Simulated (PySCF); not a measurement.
Species: C6H4F4O.
SMILES with atom numbers: `[F:1][C:2]1=[CH:3][C:4]([O:5][C:6]([F:7])([F:8])[F:9])=[CH:10][CH2:11]1`

Cartesian coordinates in Å at the GFN2-xTB level; atoms count from 1:
```
atom  x, y, z in Å
F1    -3.2190   -1.2083   -0.1074
C2    -1.9876   -0.7081   -0.0123
C3    -0.8520   -1.3891    0.1861
C4     0.2145   -0.4083    0.2157
O5     1.5193   -0.8527    0.4096
C6     2.4843    0.0468    0.4327
F7     3.6456   -0.5650    0.6236
F8     2.5982    0.7567   -0.7033
F9     2.3573    0.9601    1.4111
C10   -0.2584    0.8347    0.0410
C11   -1.7411    0.7571   -0.1261
H12   -0.7111   -2.4441    0.3052
H13    0.2844    1.7594    0.0165
H14   -2.0663    1.1489   -1.0920
H15   -2.2726    1.3198    0.6439
```

Probes without a nucleus sit at each ring's centroid and 1 Å off its mean plane on both sides; NICS is minus the shielding there, NICSzz its component along the normal. Level: GIAO PBE0/pcSseg-1 (PySCF, non-relativistic, gas phase) on the GFN2-xTB geometry, one conformer.

Ring bond lengths (Å), with Mayer bond orders in brackets: C2–C3 1.339 (1.72), C3–C4 1.449 (1.10), C4–C10 1.341 (1.74), C10–C11 1.494 (1.02), C11–C2 1.490 (1.09).

**Question.** What do the NICS probes read (ppm)?

**Answer.** 
```csv
ring,type,NICS(0),"NICS(1), two faces","NICS(1)zz, two faces",rms pucker (Å),"centre to ring atoms, mean (Å)"
C2–C3–C4–C10–C11,"5-membered carbocycle; formal bonds 2 double, 3 single",-6.6,-4.7 / -4.7,-7.5 / -7.4,0.00,1.21
```

**Question.** What do they say, and how far can they be read as aromaticity?

**Answer.** 
- C2–C3–C4–C10–C11: mean NICS(1)zz -7.4 ppm, shielded. C11 has four or more neighbours, and the NICS criterion for π rings isn't applied.

**Question.** What field does 14.1 T along the ring normal induce along that normal at the first NICS(1) probe listed for ring C2–C3–C4–C10–C11, 1 Å off the ring?

**Answer.** NICSzz × B0 = -7.5 ppm × 14.1 T = -106 μT, against the applied field.
